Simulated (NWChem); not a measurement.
Molecule: CH₄AlO, doublet; SMILES [CH3][Al][OH]

```xyz
7

Al     0.5762    -0.1065     0.0000
C     -0.3586     1.6422     0.0000
H     -1.4559     1.4744     0.0000
H     -0.0819     2.2365    -0.8955
H     -0.0819     2.2365     0.8955
O     -0.4536    -1.5017     0.0000
H     -0.0906    -2.4027     0.0000
```
Atoms are numbered in this order, from 1.

All runs: NWChem. Spin-unrestricted. Structure relaxed at the PBE-D3(BJ)/def2-SVP, spin-unrestricted level. This spin state was assumed; another may lie lower. No stability test was run on the SCF state. Vertical excitations in the gas phase; the lowest state need not have the same character in each row. Excited states of an open shell can be spin-contaminated.

**Question.** Order these by “lowest excitation (eV)”, lowest first: B3LYP/def2-SVP, TDA; PBE/def2-SVP, TDA; CAM-B3LYP/def2-SVP, TDA.

**Answer.** PBE/def2-SVP, TDA (2.85), B3LYP/def2-SVP, TDA (2.99), CAM-B3LYP/def2-SVP, TDA (3.05)
